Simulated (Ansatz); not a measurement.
Two isomers of CH8AlNSi2: A = `C=[N][Al]([SiH3])[SiH3]`, B = `[AlH2][SiH]1C[SiH2]N1`.

Computed with Ansatz on PBE0-D4/def2-TZVP structures; ΔE is electronic, products minus reactants. CBS: MP2 limit from def2 TZ/QZ plus the TZ coupled-cluster correction, frozen cores. Functionals use def2-TZVPP. B3LYP here is the variant with VWN-RPA as its local correlation; programs differ in this. One conformer a species, not always the lowest.

Question: Which isomer does CCSD(T)/CBS put lower? Give the gap. (Estimate.)

Answer: The calculation gave: B, by 127.6 kJ/mol.

Question: Give E(B) − E(A) in kJ/mol with r2SCAN-D4, CCSD/def2-TZVPP, MP2/def2-TZVPP, B3LYP-D4, B3LYP, CCSD(T)/def2-TZVPP, PBE0-D4. (Best estimate.)

Answer: Computed: r2SCAN-D4 -116.2, CCSD/def2-TZVPP -118.2, MP2/def2-TZVPP -141.4, B3LYP-D4 -103.6, B3LYP -92.7, CCSD(T)/def2-TZVPP -115.7, PBE0-D4 -124.1. None reverses the order clearly.

Largest T1 diagnostic: 0.016.

From PBE to PBE0 (25 % exact exchange), in def2-TZVPP and without D4, E(B) − E(A) moves by −23.3 kJ/mol. In def2-TZVPP, CCSD(T) changes the Hartree–Fock value by −7.7 kJ/mol (the triples alone add +2.4 kJ/mol) and MP2 by −33.3 kJ/mol.
